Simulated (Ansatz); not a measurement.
One change: `FC(F)C(F)(F)CC(F)(F)F` becomes `FCC(F)(F)C(F)(F)C(F)F`.

Ansatz, PBE0-D4/def2-TZVP geometries, multiplicity 1. Each molecule was computed in one conformer, which needn't be the lowest.

| property | `FC(F)C(F)(F)CC(F)(F)F` |
| --- | --- |
| HOMO energy (ωB97M-V/def2-TZVPP) / eV | -12.44 |
| zero-point energy (PBE0-D4/def2-TZVP) / kJ/mol | 208.1 |
| LUMO energy (B3LYP/def2-TZVPP) / eV | 0.89 |
| size of the dipole moment (B3LYP/def2-TZVPP) / D | 1.25 |
| LUMO energy (PBE/def2-TZVPP) / eV | 0.25 |
| LUMO energy (ωB97M-V/def2-TZVPP) / eV | 2.75 |

Q: What does the change do to each property? (Best estimate.)

A: Ansatz gave: 
| property | `FCC(F)(F)C(F)(F)C(F)F` | shift |
| --- | --- | --- |
| HOMO energy (ωB97M-V/def2-TZVPP) / eV | -12.33 | 0.11 |
| zero-point energy (PBE0-D4/def2-TZVP) / kJ/mol | 207.5 | -0.6 |
| LUMO energy (B3LYP/def2-TZVPP) / eV | 0.36 | -0.53 |
| size of the dipole moment (B3LYP/def2-TZVPP) / D | 1.48 | 0.23 |
| LUMO energy (PBE/def2-TZVPP) / eV | -0.47 | -0.72 |
| LUMO energy (ωB97M-V/def2-TZVPP) / eV | 2.72 | -0.03 |

With PBE0 the HOMO rises by 0.10 eV and the LUMO falls by 0.56 eV, so the gap narrows by about 0.66 eV. PBE moves the HOMO by 0.10 eV and ωB97M-V by 0.11 eV. Dipoles are sizes alone; their direction can turn.

B3LYP here is the variant with VWN-RPA as its local correlation; programs differ in this.
